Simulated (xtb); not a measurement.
Input file for xtb: GFN2-xTB on CH4OSn (SMILES [CH3][Sn][OH]), a point of a bond scan (R = 1.686 Å).

```
$ xtb mol.xyz --gfn 2 --sp --chrg 0 --uhf 0
7

Sn     0.02238006    -0.06360862     0.38858019
C      0.41947667     1.60722086    -0.98166041
H     -0.20201734     2.46931644    -0.72594186
H      0.20079564     1.28779189    -2.00052818
H      1.46422512     1.92099925    -0.91166492
O     -0.53752719    -1.25054683    -1.13046981
H     -0.99449001    -2.80118729    -0.65216657
```

It printed:

```
[...]
           -------------------------------------------------
          |                Calculation Setup                |
           -------------------------------------------------



molecular fragmentation (1/2 indicates fragments):
1111112
# atoms in fragment 1/2:     6     1
 fragment masses (1/2) :      149.74        1.01
CMA distance (Bohr)    :   5.760
constraining FC (au)   :  0.0500

           -------------------------------------------------
          |                 G F N 2 - x T B                 |
           -------------------------------------------------

        Reference                      10.1021/acs.jctc.8b01176
      * Hamiltonian:
        H0-scaling (s, p, d)           1.850000    2.230000    2.230000
        zeta-weighting                 0.500000
      * Dispersion:
        s8                             2.700000
        a1                             0.520000
        a2                             5.000000
        s9                             5.000000
      * Repulsion:
        kExp                           1.500000    1.000000
        rExp                           1.000000
      * Coulomb:
        alpha                          2.000000
        third order                    shell-resolved
        anisotropic                    true
        a3                             3.000000
        a5                             4.000000
        cn-shift                       1.200000
        cn-exp                         4.000000
        max-rad                        5.000000


          ...................................................
          :                      SETUP                      :
          :.................................................:
          :  # basis functions                  22          :
          :  # atomic orbitals                  21          :
          :  # shells                           11          :
          :  # electrons                        18          :
          :  max. iterations                   250          :
          :  Hamiltonian                  GFN2-xTB          :
          :  restarted?                      false          :
          :  GBSA solvation                  false          :
          :  PC potential                    false          :
          :  electronic temp.          300.0000000     K    :
          :  accuracy                    1.0000000          :
          :  -> integral cutoff          0.2500000E+02      :
          :  -> integral neglect         0.1000000E-07      :
          :  -> SCF convergence          0.1000000E-05 Eh   :
          :  -> wf. convergence          0.1000000E-03 e    :
          :  Broyden damping             0.4000000          :
          :  net charge                          0          :
          :  unpaired electrons                  0          :
          ...................................................

 iter      E             dE          RMSdq      gap      omega  full diag
   1     -9.3030161 -0.930302E+01  0.380E+01    1.49       0.0  T
   2     -9.0631426  0.239874E+00  0.241E+01    0.33       1.0  T
   3    -10.2794435 -0.121630E+01  0.111E+01    2.46       1.0  T
   4    -10.2636278  0.158157E-01  0.112E+01    2.18       1.0  T
   5    -10.2977239 -0.340961E-01  0.208E+00    1.76       1.0  T
   6    -10.3024904 -0.476650E-02  0.482E-01    1.47       1.0  T
   7    -10.3010942  0.139620E-02  0.126E+00    1.33       1.0  T
   8    -10.3025344 -0.144018E-02  0.294E-01    1.27       1.0  T
   9    -10.3029233 -0.388927E-03  0.395E-01    1.35       1.0  T
  10    -10.3029503 -0.270552E-04  0.312E-01    1.32       1.0  T
  11    -10.3030184 -0.680871E-04  0.362E-02    1.36       1.0  T
  12    -10.3030199 -0.149229E-05  0.147E-02    1.36       2.6  T
  13    -10.3030203 -0.392648E-06  0.388E-03    1.35       9.7  T
  14    -10.3030203 -0.351688E-07  0.106E-03    1.35      35.7  T
  15    -10.3030203 -0.359836E-08  0.512E-04    1.35      73.9  T
  16    -10.3030203 -0.600618E-09  0.168E-04    1.35     225.3  T

   *** convergence criteria satisfied after 16 iterations ***

         #    Occupation            Energy/Eh            Energy/eV
      -------------------------------------------------------------
         1        2.0000           -0.7900811             -21.4992
       ...           ...                  ...                  ...
         3        2.0000           -0.5502118             -14.9720
         4        2.0000           -0.4645456             -12.6409
         5        2.0000           -0.4502925             -12.2531
         6        2.0000           -0.4428626             -12.0509
         7        2.0000           -0.4198770             -11.4254
         8        2.0000           -0.4187914             -11.3959
         9        2.0000           -0.3572040              -9.7200 (HOMO)
        10                         -0.3074802              -8.3670 (LUMO)
        11                         -0.2294583              -6.2439
        12                         -0.1377892              -3.7494
        13                         -0.1195953              -3.2544
        14                         -0.0645067              -1.7553
       ...                                ...                  ...
        21                          0.3615713               9.8389
      -------------------------------------------------------------
                  HL-Gap            0.0497238 Eh            1.3531 eV
             Fermi-level           -0.3323421 Eh           -9.0435 eV

 SCC (total)                   0 d,  0 h,  0 min,  0.007 sec
 SCC setup                      ...        0 min,  0.000 sec (  1.544%)
 Dispersion                     ...        0 min,  0.000 sec (  0.801%)
 classical contributions        ...        0 min,  0.000 sec (  0.269%)
 integral evaluation            ...        0 min,  0.001 sec ( 16.056%)
 iterations                     ...        0 min,  0.004 sec ( 62.503%)
 molecular gradient             ...        0 min,  0.001 sec ( 16.173%)
 printout                       ...        0 min,  0.000 sec (  2.398%)

         :::::::::::::::::::::::::::::::::::::::::::::::::::::
         ::                     SUMMARY                     ::
         :::::::::::::::::::::::::::::::::::::::::::::::::::::
         :: total energy             -10.248576017090 Eh    ::
         :: gradient norm              0.109522078111 Eh/a0 ::
         :: HOMO-LUMO gap              1.353053083591 eV    ::
         ::.................................................::
         :: SCC energy               -10.303020702234 Eh    ::
         :: -> isotropic ES            0.023555013923 Eh    ::
         :: -> anisotropic ES          0.009865261882 Eh    ::
         :: -> anisotropic XC          0.000686280029 Eh    ::
         :: -> dispersion             -0.003186022575 Eh    ::
         :: repulsion energy           0.054444685144 Eh    ::
         :: add. restraining           0.000000000000 Eh    ::
         :: total charge               0.000000000000 e     ::
         :::::::::::::::::::::::::::::::::::::::::::::::::::::

           -------------------------------------------------
          |                Property Printout                |
           -------------------------------------------------

    * Orbital Energies and Occupations

         #    Occupation            Energy/Eh            Energy/eV
      -------------------------------------------------------------
         1        2.0000           -0.7900811             -21.4992
         2        2.0000           -0.6037389             -16.4286
         3        2.0000           -0.5502118             -14.9720
         4        2.0000           -0.4645456             -12.6409
         5        2.0000           -0.4502925             -12.2531
         6        2.0000           -0.4428626             -12.0509
Note: The following floating-point exceptions are signalling: IEEE_UNDERFLOW_FLAG IEEE_DENORMAL
normal termination of xtb
         7        2.0000           -0.4198770             -11.4254
         8        2.0000           -0.4187914             -11.3959
         9        2.0000           -0.3572040              -9.7200 (HOMO)
        10                         -0.3074802              -8.3670 (LUMO)
        11                         -0.2294583              -6.2439
        12                         -0.1377892              -3.7494
        13                         -0.1195953              -3.2544
        14                         -0.0645067              -1.7553
        15                         -0.0552318              -1.5029
        16                          0.0208158               0.5664
        17                          0.1029834               2.8023
        18                          0.1822841               4.9602
        19                          0.2492333               6.7820
        20                          0.2733575               7.4384
        21                          0.3615713               9.8389
      -------------------------------------------------------------
                  HL-Gap            0.0497238 Eh            1.3531 eV
             Fermi-level           -0.3323421 Eh           -9.0435 eV

     #   Z          covCN         q      C6AA      α(0)
     1  50 Sn       1.640     0.318   452.242    45.742
     2   6 C        3.644    -0.200    24.846     7.165
     3   1 H        0.924     0.031     2.572     2.508
     4   1 H        0.925     0.055     2.255     2.348
     5   1 H        0.924     0.031     2.572     2.508
     6   8 O        0.767    -0.430    22.341     6.335
     7   1 H        0.000     0.195     2.801     3.060

 Mol. C6AA /au·bohr⁶  :       1356.163717
 Mol. C8AA /au·bohr⁸  :      93224.343876
 Mol. α(0) /au        :         69.665623


Wiberg/Mayer (AO) data.
largest (>0.10) Wiberg bond orders for each atom

 ---------------------------------------------------------------------------
     #   Z sym  total        # sym  WBO       # sym  WBO       # sym  WBO
 ---------------------------------------------------------------------------
     1  50 Sn   2.517 --     6 O    1.340     2 C    0.994
     2   6 C    3.951 --     1 Sn   0.994     4 H    0.960     3 H    0.952
                             5 H    0.952
     3   1 H    0.996 --     2 C    0.952
     4   1 H    0.997 --     2 C    0.960
     5   1 H    0.996 --     2 C    0.952
     6   8 O    2.174 --     1 Sn   1.340     7 H    0.812
     7   1 H    0.956 --     6 O    0.812
 ---------------------------------------------------------------------------

Topologies differ in total number of bonds
Writing topology from bond orders to xtbtopo.mol

molecular dipole:
                 x           y           z       tot (Debye)
 q only:        0.021      -0.269       0.979
   full:        0.179       0.048       1.463       3.748
molecular quadrupole (traceless):
                xx          xy          yy          xz          yz          zz
 q only:       -0.325       1.097       3.070      -0.584      -1.055      -2.746
  q+dip:       -1.277       1.703       4.051      -0.728      -1.868      -2.774
   full:        2.234      -0.255       2.452      -1.518      -2.182      -4.687


           -------------------------------------------------
          | TOTAL ENERGY              -10.248576017090 Eh   |
          | GRADIENT NORM               0.109522078111 Eh/α |
          | HOMO-LUMO GAP               1.353053083591 eV   |
           -------------------------------------------------

------------------------------------------------------------------------
------------------------------------------------------------------------
 total:
 SCF:
```

The run finished.

Cost: about 0.05 core-seconds (a rough figure).
